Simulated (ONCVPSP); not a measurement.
## O: ONCV pseudisation with PBE, scalar-relativistic reference atom.

| Item | Value |
| --- | --- |
| Element | oxygen (O) |
| Generator | ONCVPSP 4.0.1 |
| Type | optimised norm-conserving Vanderbilt (ONCV) |
| Functional | PBE |
| Relativity | scalar-relativistic |
| Frozen core | [He] |
| Valence charge | 6 |
| Reference configuration | 2s2 2p4 |
| Partial waves | 2s: rc 0.95 bohr, ncon 4, nbas 8, qcut 8.7 1/bohr, 3 projectors, debl 0.5 Ha; 2p: rc 1.00 bohr, ncon 4, nbas 8, qcut 6.5 1/bohr, 2 projectors, debl 3.9 Ha; d scattering state at 0.08 Ha: rc 1.05 bohr, ncon 4, nbas 7, qcut 9 1/bohr, 3 projectors, debl 0.5 Ha |
| Local potential | polynomial inside 0.75 bohr (lpopt 5, dvloc0 0 Ha) |
| Core correction | polynomial model core, fcfact 0.4 |

In the s channel the program set the typed energies aside and used -0.881, 0.250, 0.750 Ha.

Results:

* Cutoffs needed: 186 Ha and 217 Ha (the cutoffs (Ha) at which the residual kinetic energy of the hardest occupied pseudo-wave falls to 1 and 0.1 mHa per electron)
* Ghost test: ghosts flagged at negative energy: s at -1040.5 eV, d at -62.8 eV; no localised positive-energy state flagged; a true bound ghost makes a file unfit for plane-wave use
* Largest excitation error: +449 meV (all-electron minus pseudo) for 2s2 2p1, out of 4 test configurations
* rms error of d²Exc/dni dnj: 1.76 mHa without and 1.64 mHa with the model core

Generation and tests took about 4.5 s on one core of a shared server CPU.
